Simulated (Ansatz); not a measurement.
`CN(C)[Si]Br` + `[O]=[W](=[O])([F])[F]` → `F[Si]Br` + `C[N](C)[W](=[O])(=[O])[F]`  (redistribution)

Gas-phase electronic energies from Ansatz, PBE0-D4/def2-TZVP geometries. CCSD(T)/CBS is the MP2 limit (def2-TZVPP, def2-QZVPP) plus CCSD(T) − MP2 in def2-TZVPP, frozen cores. Functionals use def2-TZVPP. Elements past krypton have def2 core potentials. For Br, W outer-core shells are correlated without core-valence functions, which leaves a few kJ/mol of doubt a bond. Scalar relativity is left out up to krypton. Each species was taken in one conformer, which may not be the lowest.

`CN(C)[Si]Br`:

Cartesian coordinates in Å:
```
C 1.036 0.510 -0.121
N -0.315 0.001 -0.160
C -0.579 -0.951 0.905
Si -1.631 0.307 -1.207
Br -0.744 1.824 -2.670
H 1.202 1.217 -0.931
H 1.228 1.014 0.833
H 1.757 -0.310 -0.216
H -0.437 -0.486 1.888
H -1.609 -1.313 0.844
H 0.093 -1.813 0.834
```

`[O]=[W](=[O])([F])[F]`:

```xyz
5

O    -0.354    1.447   -0.807
W    -0.001    0.000   -0.002
O    -0.574   -1.255   -0.983
F     1.832   -0.161    0.180
F    -0.904   -0.031    1.612
```

`F[Si]Br`:

Z-matrix (Å, degrees):
```
Si
F 1 1.602
Br 1 2.255 2 100.7
```

`C[N](C)[W](=[O])(=[O])[F]`:

Cartesian coordinates in Å:
```
C 0.664 1.275 0.512
N -0.014 0.124 -0.056
C -1.226 0.468 -0.779
W 0.537 -1.686 0.268
O -0.870 -2.654 0.285
O 1.326 -1.716 1.782
F 1.702 -2.251 -1.086
H 0.997 1.950 -0.285
H -0.015 1.829 1.171
H 1.533 0.968 1.093
H -1.914 1.017 -0.126
H -0.987 1.102 -1.639
H -1.733 -0.427 -1.138
```

Question: Is it downhill or uphill in electronic energy at CCSD(T)/CBS, and by how much? (Best estimate.)

Answer: Ansatz gave: Downhill: ΔE = -0.34 eV.

Question: What do these levels give: PBE-QIDH, BLYP, PBE0, HF/def2-SVP, SCS-MP2/def2-TZVPP, HF/def2-QZVPP? (An estimate is asked.)

Answer: Computed: PBE-QIDH -0.25, BLYP -0.26, PBE0 -0.21, HF/def2-SVP -0.23, SCS-MP2/def2-TZVPP -0.31, HF/def2-QZVPP -0.33 eV.

Largest T1 diagnostic among the species: 0.023, so the coupled-cluster value is less sure than usual.

From BLYP to BHLYP (50 % exact exchange), in def2-TZVPP and without D4, ΔE moves by −0.05 eV. Leaving LDA and LC-ωPBE aside and taking each functional with its dispersion term where it has one, the values, not all of them listed here, spread over 0.19 eV, from BHLYP-D4 to revPBE-D4.
